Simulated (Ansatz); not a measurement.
Spectroscopic constants of TiN, multiplicity 2 (the spin of the measured ground state). No spin–orbit coupling. Ti is treated without relativity. The T1 diagnostic near the minimum is 0.074, so single-reference values are doubtful.

D_e counts from the fitted minimum to each atom's lowest state at the same level, without counterpoise.

The values were computed with Ansatz (an electronic-structure program). 

**Question.** What is the computed bond energy D_e (SVWN5/def2-TZVPP)?

**Answer.** 166.4 kcal/mol

**Question.** What bond energy D_e does r2SCAN/def2-TZVPP give?

**Answer.** 113.2 kcal/mol

**Question.** Estimate the bond energy D_e that PBE/def2-TZVPP returns for this input.

**Answer.** 140.8 kcal/mol
